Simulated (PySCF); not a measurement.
PySCF 2.14 output of an unrestricted LDA calculation on a single atom or ion in aug-cc-pVTZ-PP with one added diffuse shell each of s, p, d, f, g type with ECP60MDF (7s7p6d4f3g, 113 functions), with scalar relativity through the core potential:

```
SCF conv_tol = 1e-09
number electrons alpha = 6  beta = 5
    P. A. M. Dirac.,  Math. Proc. Cambridge Philos. Soc. 26, 376 (1930)
    F. Bloch.,  Z. Phys. 57, 545 (1929)
    S. H. Vosko, L. Wilk, and M. Nusair.,  Can. J. Phys. 58, 1200 (1980)
cycle= 1 E= -48.0399185833302  delta_E= -0.00453  |g|= 0.0564  |ddm|= 0.49
cycle= 2 E= -48.042289786804  delta_E= -0.00237  |g|= 0.053  |ddm|= 0.474
cycle= 3 E= -48.0469785258486  delta_E= -0.00469  |g|= 0.00858  |ddm|= 0.223
cycle= 4 E= -48.0475769919811  delta_E= -0.000598  |g|= 0.00795  |ddm|= 0.0922
cycle= 5 E= -48.0478214949319  delta_E= -0.000245  |g|= 0.00266  |ddm|= 0.0958
cycle= 6 E= -48.04782609838  delta_E= -4.6e-06  |g|= 0.000846  |ddm|= 0.00543
cycle= 7 E= -48.0478284709949  delta_E= -2.37e-06  |g|= 0.000163  |ddm|= 0.00948
cycle= 8 E= -48.0478285892746  delta_E= -1.18e-07  |g|= 4.96e-05  |ddm|= 0.00251
cycle= 9 E= -48.0478285992934  delta_E= -1e-08  |g|= 1.88e-06  |ddm|= 0.000554
cycle= 10 E= -48.0478285992984  delta_E= -5.02e-12  |g|= 7.56e-08  |ddm|= 1.06e-05
converged SCF energy = -48.0478285992984  <S^2> = 1.1430011  2S+1 = 2.3605093
```

The run itself started from symmetry-adapted Hartree-Fock orbitals and held the occupation by maximum overlap, on a logarithmic radial grid, so the iterations belong to that start.

Which element, charge and spin multiplicity is this?

Hf+ (hafnium, charge +1), multiplicity 2; the state was [Xe] 4f14 5d1 6s2, 2D determinant.

⟨L²⟩ = 7.45 against 6 for a pure D term, so this real determinant mixes terms. Energies and moments cover only the electrons outside the core potential. Spin-orbit coupling, absent here, splits the open shell strongly. ⟨S²⟩ = 1.14 against 0.75 shows spin contamination.
